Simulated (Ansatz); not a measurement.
`C[O][Ti]([OH])([O]C)[S]C`, relaxed with RKS PBE0-D4/def2-TZVP in Ansatz 0.2.0 from a PBE-D4/def2-SVP geometry. The force threshold is 0.005 eV/Å; the program also tests the step.

Total charge 0; spin multiplicity 1.

Start:

```xyz
18

C    -2.293   -0.854    0.522
O    -0.964   -0.602    0.871
Ti    0.613    0.053    0.348
O     1.940   -0.987    1.029
O     0.813    1.797    0.623
C     0.397    3.080    0.981
S     0.624   -0.176   -1.953
C     0.767   -2.014   -2.001
H    -2.980   -0.132    1.019
H    -2.438   -0.768   -0.580
H    -2.592   -1.879    0.838
H     2.863   -0.696    1.134
H    -0.652    3.082    1.357
H     0.451    3.763    0.103
H     1.054    3.497    1.778
H     1.160   -2.303   -2.995
H    -0.223   -2.490   -1.857
H     1.463   -2.371   -1.217
```

```json
{"step": "1", "energy (eV)": "-43355.6541", "largest force (eV/Å)": "0.587", "largest move (Å)": "0.000"}
{"step": "2", "energy (eV)": "-43355.7207", "largest force (eV/Å)": "0.175", "largest move (Å)": "0.063"}
{"step": "3", "energy (eV)": "-43355.7290", "largest force (eV/Å)": "0.062", "largest move (Å)": "0.031"}
{"step": "4", "energy (eV)": "-43355.7308", "largest force (eV/Å)": "0.101", "largest move (Å)": "0.077"}
{"step": "5", "energy (eV)": "-43355.7341", "largest force (eV/Å)": "0.052", "largest move (Å)": "0.051"}
{"step": "6", "energy (eV)": "-43355.7351", "largest force (eV/Å)": "0.038", "largest move (Å)": "0.041"}
{"step": "7", "energy (eV)": "-43355.7355", "largest force (eV/Å)": "0.029", "largest move (Å)": "0.034"}
{"step": "8", "energy (eV)": "-43355.7358", "largest force (eV/Å)": "0.031", "largest move (Å)": "0.049"}
{"step": "9", "energy (eV)": "-43355.7361", "largest force (eV/Å)": "0.028", "largest move (Å)": "0.037"}
{"step": "10", "energy (eV)": "-43355.7362", "largest force (eV/Å)": "0.031", "largest move (Å)": "0.038"}
{"step": "11", "energy (eV)": "-43355.7363", "largest force (eV/Å)": "0.027", "largest move (Å)": "0.018"}
{"step": "12", "energy (eV)": "-43355.7364", "largest force (eV/Å)": "0.014", "largest move (Å)": "0.013"}
{"step": "13", "energy (eV)": "-43355.7364", "largest force (eV/Å)": "0.009", "largest move (Å)": "0.007"}
{"step": "14", "energy (eV)": "-43355.7365", "largest force (eV/Å)": "0.007", "largest move (Å)": "0.008"}
{"step": "15", "energy (eV)": "-43355.7365", "largest force (eV/Å)": "0.008", "largest move (Å)": "0.011"}
{"step": "16", "energy (eV)": "-43355.7365", "largest force (eV/Å)": "0.008", "largest move (Å)": "0.006"}
{"step": "17", "energy (eV)": "-43355.7366", "largest force (eV/Å)": "0.006", "largest move (Å)": "0.006"}
{"step": "18", "energy (eV)": "-43355.7366", "largest force (eV/Å)": "0.007", "largest move (Å)": "0.006"}
{"step": "19", "energy (eV)": "-43355.7366", "largest force (eV/Å)": "0.006", "largest move (Å)": "0.006"}
{"step": "20", "energy (eV)": "-43355.7366", "largest force (eV/Å)": "0.003", "largest move (Å)": "0.005"}
```

End:

```xyz
18

C    -2.326   -0.877    0.563
O    -0.958   -0.773    0.794
Ti    0.595   -0.008    0.395
O     1.925   -0.963    1.167
O     0.665    1.726    0.689
C     0.382    3.067    0.915
S     0.796   -0.139   -1.893
C     0.813   -1.951   -2.063
H    -2.872   -0.109    1.120
H    -2.549   -0.758   -0.504
H    -2.682   -1.859    0.890
H     2.830   -0.701    1.343
H    -0.653    3.195    1.245
H     0.530    3.638   -0.007
H     1.049    3.467    1.685
H     0.968   -2.185   -3.117
H    -0.136   -2.382   -1.743
H     1.623   -2.388   -1.479
```

Run time 58 s (4 threads of an AMD EPYC 7R13 on a shared host and a share of an NVIDIA H100 80 GB); peak host memory 1 GiB.
